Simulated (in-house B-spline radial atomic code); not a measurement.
# Sn⁴⁺: [Kr] 4d10

All numbers are computed (non-relativistic TPSSh, spin-polarised, spherical fractional occupations; point nucleus) with a radial B-spline atomic code at the basis-set limit, not measured.

Effective charges: Z_r = [3n² - l(l+1)]/(2<r>) from the radius, Z_e = n√(-2ε) from the energy, and Slater's rules. Values are occupation-weighted means over spin.

| shell | electrons | ε (eV) | <r> (bohr) | Z_r | Z_e | Slater |
| --- | --- | --- | --- | --- | --- | --- |
| 1s | 2 | -28075 | 0.03041 | 49.32 | 45.43 | 49.70 |
| 2s | 2 | -4187.4 | 0.1314 | 45.68 | 35.09 | 45.85 |
| 2p | 6 | -3916.8 | 0.1121 | 44.60 | 33.93 | 45.85 |
| 3s | 2 | -844.74 | 0.352 | 38.35 | 23.64 | 38.75 |
| 3p | 6 | -732.85 | 0.3433 | 36.42 | 22.02 | 38.75 |
| 3d | 10 | -526.45 | 0.3146 | 33.37 | 18.66 | 28.85 |
| 4s | 2 | -169.21 | 0.8489 | 28.27 | 14.11 | 22.25 |
| 4p | 6 | -131.79 | 0.8972 | 25.63 | 12.45 | 22.25 |
| 4d | 10 | -69.546 | 1.061 | 19.80 | 9.04 | 10.85 |

The least bound orbital is 4d at -69.55 eV, and it is also the most diffuse (<r> = 1.061 bohr).
